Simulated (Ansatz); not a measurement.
## A basis-limit estimate, worked out

An elementary step of BHCl₃F, singlet (BCl₃ ([Cl][B]([Cl])[Cl]) + HF → BCl₂F ([F][B]([Cl])[Cl]) + HCl; bonds formed: B1–F6, Cl2–H5; bonds broken: B1–Cl2, H5–F6). “Start” is the structure reached by relaxing down from the saddle towards the reactants; PBE0-D4/def2-TZVP structures. The saddle:

```
6
angstrom
B -0.2591 0.2934 -0.1925
Cl 1.6781 -0.2688 -0.1753
Cl -1.0373 -0.0888 -1.7226
Cl -0.4864 1.8784 0.5348
H 0.6180 -0.9935 0.7150
F -0.5132 -0.8207 0.8405
```

Computed with Ansatz 0.2.0 (basis: def2-TZVPP and def2-QZVPP); correlated methods freeze the cores.

Energies in eV:

| quantity | saddle | start |
| --- | --- | --- |
| Hartree–Fock, triple zeta (X = 3) | -40908.65450 | -40910.08137 |
| Hartree–Fock, quadruple zeta (X = 4) | -40909.82583 | -40911.25729 |
| MP2 correlation, X = 3 | -26.04186 | -25.44113 |
| MP2 correlation, X = 4 | -28.52142 | -27.91745 |
| CCSD(T) correlation, X = 3 | -28.31767 | -27.77193 |

(1) Work out the barrier at the basis limit: extrapolate Hartree–Fock as E(X) = E∞ + A exp(−7.88 √X) and the MP2 correlation as E(X) = E∞ + B X^−2.97 (the exponents that Neese and Valeev fitted for def2-TZVPP and QZVPP), then add CCSD(T) − MP2 in triple zeta.

T1 diagnostic: at most 0.011.

## Answers

(1) Each step is linear, so take the differences first (saddle − start): Hartree–Fock 1.42687 (X = 3) and 1.43146 (X = 4); MP2 correlation -0.60073 and -0.60397; CCSD(T) correlation -0.54574.
Two points give E∞ = E(4) + w [E(4) − E(3)], with w = 1/(exp(7.88 (2 − √3)) − 1) = 0.1377 for Hartree–Fock and w = 1/((4/3)^2.97 − 1) = 0.7407 for the correlation.
Hartree–Fock: 1.43146 + 0.1377 × 0.00459 = 1.4321 eV.
MP2 correlation: -0.60397 + 0.7407 × (-0.00324) = -0.6064 eV.
CCSD(T) − MP2: -0.54574 − (-0.60073) = 0.0550 eV.
Sum: 1.4321 + (-0.6064) + 0.0550 = 0.8807 eV, or 20.31 kcal/mol. Plain CCSD(T) in triple zeta gives 0.8811 eV, so the larger basis shifts the result by -0.0004 eV.

Labels in which every atom is bracketed show which atoms are joined, not bond orders.

For scale, one of the runs: CCSD(T)/def2-TZVPP, 202 basis functions (an equivalent command: `ansatz run in.yaml --threads 4`). Time: 44 s of wall clock on 4 CPU threads; the host was shared. Peak host memory: 2.4 GiB.
